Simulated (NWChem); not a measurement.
System: C₃H₈O₂; SMILES O(CCO)C

Input file for NWChem:

```
start job
memory heap 200 mb stack 900 mb global 1100 mb
geometry units angstroms noautoz
  C      0.211757     2.350629    -0.022390
  O     -0.474865     1.140499     0.021154
  C      0.353040     0.021291    -0.035293
  C     -0.509091    -1.227655    -0.007571
  O      0.257415    -2.397227    -0.078555
  H      0.799356     2.462658    -0.955631
  H      0.909997     2.464176     0.831515
  H     -0.527344     3.162994     0.023115
  H      0.974112     0.016645    -0.955177
  H      1.060616     0.005681     0.824750
  H     -1.175307    -1.219179    -0.883945
  H     -1.160402    -1.193008     0.887669
  H      0.748998    -2.485182     0.744245
end
basis spherical
  * library def2-svp
end
dft
  xc m06-2x
  iterations 150
  vectors input atomic output neutral.movecs
end
task dft energy
charge 1
dft
  odft
  mult 2
  vectors input atomic output cation.movecs
end
task dft energy
```

Coordinates come from a PBE0/def2-SVP optimisation. Not confirmed as a minimum by frequencies.

Ions are spin-unrestricted doublets at the neutral geometry; other ion states weren't tried.

Question: What results follow from this input? (M06-2X/def2-SVP, vertical spin-unrestricted ions.) Quantities: vertical ionisation energy, ΔSCF (eV); −ε(HOMO) (eV).

Answer: 
* **vertical ionisation energy, ΔSCF (eV)**: 10.10
* **−ε(HOMO) (eV)**: 9.00
